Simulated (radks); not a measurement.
Task: Coherent X-ray form factor from a spherical all-electron density. Method: scalar-relativistic Kohn-Sham, LDA (Slater exchange, VWN5 correlation), spin-polarised, spherical densities, finite nucleus; Fermi nuclear charge, rms radius of each element as measured or else 0.836 A^(1/3) + 0.57 fm; computed with a radial shooting solver on a logarithmic mesh with Libxc functionals.

sin(theta)/lambda (1/angstrom),f0 (electrons)
0.05,53.605
0.1,50.653
0.15,47.303
0.2,43.913
0.25,40.745
0.3,37.928
0.4,33.234
0.5,29.364
0.6,26.063
0.8,21.075
1,17.885
1.25,15.144
1.5,12.801
2,8.856

The species is in the configuration that NIST lists as its ground one. Which atom or ion scatters so?

Result: Neutral caesium, [Xe] 6s1. Extrapolating in s^2 from the first two rows gives f0(0) = 54.6, near the electron count 55; among species with that count, the fall with angle is slower the higher Z, and the table is that of Z = 55; from so few rows the species is fixed only to a neighbour or two.
